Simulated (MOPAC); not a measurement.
MOPAC input (MNDO):

```
MNDO PRECISE GNORM=0.05 LET XYZ CHARGE=1 GEO-OK AUX(PRECISION=9) THREADS=1
CH3Si

C    -1.04934839 1   -0.01000115 1   -0.04078540 1
Si    0.75946497 1    0.00723832 1    0.02951840 1
H    -1.40732725 1   -0.61205719 1   -0.89091039 1
H    -1.45130815 1    1.00896482 1   -0.15684383 1
H    -1.47778377 1   -0.43823725 1    0.87920906 1
```

**Question.** What heat of formation does the run end on?

**Answer.** 207.16 kcal/mol.
